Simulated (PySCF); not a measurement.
CH3Cl3Sn, charge +1, doublet, at a GFN2-xTB geometry (such geometries of metal compounds can be far from the true shape) (a state made from the parent by changing its charge; the spin is typed, not shown lowest) (all electrons, no relativity); PySCF with TPSS/STO-3G.

Here is a job for PySCF.
```python
from pyscf import gto, scf, dft

mol = gto.M(
    atom='''
C    -2.428949   -0.349516    0.105120
Sn   -0.112564   -0.016198    0.004872
Cl    0.696933   -1.410273   -1.669274
Cl    0.224163    2.228412   -0.494969
Cl    0.740126   -0.579096    2.092349
H    -2.522982   -1.394042    0.382094
H    -2.753346    0.352361    0.865862
H    -2.762509   -0.115074   -0.900050
''',
    basis='sto-3g',
    charge=1,
    spin=1,
    verbose=4,
)

mf = dft.UKS(mol)
mf.xc = 'tpss'
mf.kernel()
```

Task: Write the output that PySCF gives for this input, abridged.

Result: 
```
PySCF version 2.14.0

[INPUT] verbose = 4
[INPUT] num. atoms = 8
[INPUT] num. electrons = 109
[INPUT] charge = 1
[INPUT] spin (= nelec alpha-beta = 2S) = 1
[INPUT] symmetry False subgroup None
[INPUT] Mole.unit = angstrom
[INPUT] Symbol           X                Y                Z      unit          X                Y                Z       unit  Magmom
[INPUT]  1 C     -2.428949000000  -0.349516000000   0.105120000000 AA   -4.590048380536  -0.660489516153   0.198648010214 Bohr   0.0
[INPUT]  2 Sn    -0.112564000000  -0.016198000000   0.004872000000 AA   -0.212715131486  -0.030609783766   0.009206745679 Bohr   0.0
[INPUT]  3 Cl     0.696933000000  -1.410273000000  -1.669274000000 AA    1.317012497172  -2.665029730869  -3.154470686857 Bohr   0.0
[INPUT]  4 Cl     0.224163000000   2.228412000000  -0.494969000000 AA    0.423606677261   4.211088372694  -0.935355850150 Bohr   0.0
[INPUT]  5 Cl     0.740126000000  -0.579096000000   2.092349000000 AA    1.398635437670  -1.094332839831   3.953966567008 Bohr   0.0
[INPUT]  6 H     -2.522982000000  -1.394042000000   0.382094000000 AA   -4.767744997207  -2.634357586141   0.722053013840 Bohr   0.0
[INPUT]  7 H     -2.753346000000   0.352361000000   0.865862000000 AA   -5.203069866167   0.665865786978   1.636242041668 Bohr   0.0
[INPUT]  8 H     -2.762509000000  -0.115074000000  -0.900050000000 AA   -5.220385426646  -0.217458344058  -1.700847998415 Bohr   0.0

nuclear repulsion = 868.708947560525
number of shells = 32
number of NR pGTOs = 186
number of NR cGTOs = 62
basis = sto-3g
ecp = {}

******** <class 'pyscf.dft.uks.UKS'> ********
method = UKS
initial guess = minao
damping factor = 0
level_shift factor = 0
DIIS = <class 'pyscf.scf.diis.CDIIS'>
diis_start_cycle = 1
diis_space = 8
diis_damp = 0
SCF conv_tol = 1e-09
SCF conv_tol_grad = None
SCF max_cycles = 50
direct_scf = True
direct_scf_tol = 1e-13
number electrons alpha = 55  beta = 54
XC library pyscf.dft.libxc version 7.1.2
    S. Lehtola, C. Steigemann, M. J. T. Oliveira, and M. A. L. Marques,  SoftwareX 7, 1–5 (2018)
XC functionals = tpss
    J. Tao, J. P. Perdew, V. N. Staroverov, and G. E. Scuseria,  Phys. Rev. Lett. 91, 146401 (2003)
    J. P. Perdew, J. Tao, V. N. Staroverov, and G. E. Scuseria,  J. Chem. Phys. 120, 6898 (2004)
    J. Tao, J. P. Perdew, V. N. Staroverov, and G. E. Scuseria,  Phys. Rev. Lett. 91, 146401 (2003)
    J. P. Perdew, J. Tao, V. N. Staroverov, and G. E. Scuseria,  J. Chem. Phys. 120, 6898 (2004)
radial grids:
    Treutler-Ahlrichs [JCP 102, 346 (1995); DOI:10.1063/1.469408] (M4) radial grids

becke partition: Becke, JCP 88, 2547 (1988); DOI:10.1063/1.454033
pruning grids: <function nwchem_prune>
grids dens level: 3
symmetrized grids: False
atomic radii adjust function: <function treutler_atomic_radii_adjust>
small_rho_cutoff = 0
Set gradient conv threshold to 3.16228e-05
tot grids = 122144
init E= -7353.27331302096

cycle= 1 E= -7369.96308025806  delta_E= -16.7  |g|= 0.208  |ddm|= 2.53
cycle= 2 E= -7369.86517539099  delta_E= 0.0979  |g|= 0.357  |ddm|= 1.68
cycle= 3 E= -7370.01028596466  delta_E= -0.145  |g|= 0.0761  |ddm|= 1.63
cycle= 4 E= -7370.01463713172  delta_E= -0.00435  |g|= 0.0197  |ddm|= 0.161
cycle= 5 E= -7370.01462373185  delta_E= 1.34e-05  |g|= 0.018  |ddm|= 0.103
cycle= 6 E= -7370.01352506152  delta_E= 0.0011  |g|= 0.0291  |ddm|= 0.205
cycle= 7 E= -7370.01509781394  delta_E= -0.00157  |g|= 0.00494  |ddm|= 0.159
cycle= 8 E= -7370.01499982199  delta_E= 9.8e-05  |g|= 0.00862  |ddm|= 0.0623
cycle= 9 E= -7370.01514172744  delta_E= -0.000142  |g|= 0.000914  |ddm|= 0.0451
cycle= 10 E= -7370.015142987  delta_E= -1.26e-06  |g|= 0.000148  |ddm|= 0.00327
cycle= 11 E= -7370.01514302169  delta_E= -3.47e-08  |g|= 2.17e-05  |ddm|= 0.000657
cycle= 12 E= -7370.01514302251  delta_E= -8.17e-10  |g|= 7.63e-06  |ddm|= 9.51e-05
Extra cycle  E= -7370.01514302209  delta_E= 4.15e-10  |g|= 2e-05  |ddm|= 8.08e-05
converged SCF energy = -7370.01514302209  <S^2> = 0.75447167  2S+1 = 2.0044667
```
